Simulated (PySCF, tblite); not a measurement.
Isomers of CH8Cl2OSi4, one GFN2-xTB conformer each. Single-point energies are computed at PBE0/pcSseg-1 (PySCF, gas phase, no added dispersion term), electronic only.

```tsv
SMILES	GFN2-xTB relative energy (kcal/mol)
C[Si@H]1[Si@@H](Cl)[Si@H](O)[Si@@H]1Cl	48.2
C[Si@H]1O[Si](Cl)(Cl)[SiH2][SiH2]1	0.0
```

Conformers: `[CH3:1][Si@H:2]1[Si@@H:3]([Cl:4])[Si@H:5]([OH:6])[Si@@H:7]1[Cl:8]` with Si3–Si5–O6–H -159°.

Q: What does PBE0/pcSseg-1 give for the same structures?

A: 
```tsv
SMILES	PBE0/pcSseg-1 E (Eh)	PBE0/pcSseg-1 (kcal/mol)	GFN2-xTB (kcal/mol)	point group
C[Si@H]1O[Si](Cl)(Cl)[SiH2][SiH2]1	-2195.70867	0.0	0.0	C1
C[Si@H]1[Si@@H](Cl)[Si@H](O)[Si@@H]1Cl	-2195.64710	38.6	48.2	C1
```

Both levels put the same isomer lowest. As drawn, the higher has a four-membered ring and an O–H bond, which the lower lacks.

Q: Which frontier levels, dipoles and rotational constants go with these structures?

A: 
| SMILES | HOMO (eV, PBE0/pcSseg-1) | LUMO (eV) | dipole (D) | A, B, C (MHz) |
| --- | --- | --- | --- | --- |
| C[Si@H]1O[Si](Cl)(Cl)[SiH2][SiH2]1 | -8.01 | -1.23 | 3.02 | 943.2, 557.9, 486.5 |
| C[Si@H]1[Si@@H](Cl)[Si@H](O)[Si@@H]1Cl | -7.13 | -2.30 | 0.77 | 1016, 518.6, 384.7 |

Q: What happens when harmonic zero-point energies from GFN2-xTB frequencies are added?

A: 
| SMILES | ZPE (kcal/mol) | electronic (kcal/mol) | with ZPE (kcal/mol) |
| --- | --- | --- | --- |
| C[Si@H]1O[Si](Cl)(Cl)[SiH2][SiH2]1 | 53.9 | 0.0 | 0.0 |
| C[Si@H]1[Si@@H](Cl)[Si@H](O)[Si@@H]1Cl | 54.4 | 38.6 | 39.1 |

The zero-point energies span 0.5 kcal/mol. The order is unchanged.
